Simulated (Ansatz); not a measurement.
```yaml
crystal:
  periodic: [false, false, false]
  atoms:
    - {symbol: Sn, position_ang: [-0.285092, 1.646049, 0.275927]}
    - {symbol: C, position_ang: [-0.355976, -0.485835, 0.458917]}
    - {symbol: O, position_ang: [0.948324, -1.106231, 0.823666]}
    - {symbol: Si, position_ang: [0.455036, -1.633733, -0.673410]}
    - {symbol: H, position_ang: [0.941684, 2.043335, -0.842574]}
    - {symbol: H, position_ang: [0.059791, 2.357124, 1.789117]}
    - {symbol: H, position_ang: [-1.795801, 2.208013, -0.292977]}
    - {symbol: H, position_ang: [-1.167062, -0.868430, 1.080052]}
    - {symbol: H, position_ang: [0.057586, -3.054451, -0.773308]}
    - {symbol: H, position_ang: [1.224712, -1.156942, -1.842410]}
basis:
  gaussian: {orbitals: def2-TZVP, final_grid: {core_spheres: 20, valence_spheres: 16, degree: 47}}
hamiltonian: {xc: {name: wB97M-V}, dispersion: rvv10}
scf: {lower_state_search: off}
```

```sh
$ ansatz run in.yaml --threads 4 --pin off --events-out ev --progress --plain --max-ram 10444MiB
```

**Question.** How does Ansatz answer? (Estimate.)

**Answer.** The calculation gave: The input was rejected before any iteration.
```
Error: invalid value for `hamiltonian.dispersion`: this functional's text states its nonlocal part
```
